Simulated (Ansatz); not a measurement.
Ansatz (an electronic-structure program) input:
A basis named .json is the Basis Set Exchange file of that set.

Ansatz 0.2 input:
```yaml
crystal:
  periodic: [false, false, false]
  atoms:
    - {symbol: Si, position_ang: [-0.00000000, -0.00000000, -1.60880547]}
    - {symbol: Br, position_ang: [0.00000000, 0.00000000, 0.64352219]}
basis:
  gaussian:
    orbitals: def2-TZVPPD.json
    fitting: {mean_field: def2-universal-jkfit, correlation: def2-TZVPPD-RIFIT.json}
magnetization: {spin_polarized: true, initial_magnetization: 1}
correlation: {method: mp2, electrons: outside_noble_gas}
```

Task: Predict the final energy.

Result: -2861.57844 Eh (RI-MP2/def2-TZVPPD). The basis has 105 functions.
